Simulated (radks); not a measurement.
The numbers below are computed, except where a source is named.
Task: N2+, 5 electrons, occupied as [He] 2s2 2p1. Level of theory: Dirac Kohn-Sham, PBEsol, spin-unpolarised, spherical densities, finite nucleus; open shells fill j = l - 1/2 first; Fermi nuclear charge, rms radius 2.5582 fm (a radial shooting solver on a logarithmic mesh with Libxc functionals). Some entries of the table are withheld. Estimate them.

| orbital | occ. | eigenvalue (Ry) | r(max) (bohr) |
|---|---|---|---|
| 1s1/2 | 2 | -31.02657 | (1) |
| 2s1/2 | 2 | -3.59828 | (2) |
| 2p1/2 | 1 | (3) | 0.8618 |
| 2p3/2 | 0 | (4) | 0.8625 |

Result: 
(1) 1s1/2 r(max) (bohr): 0.1486
(2) 2s1/2 r(max) (bohr): 0.9586
(3) 2p1/2 eigenvalue (Ry): -2.74729
(4) 2p3/2 eigenvalue (Ry): -2.74512
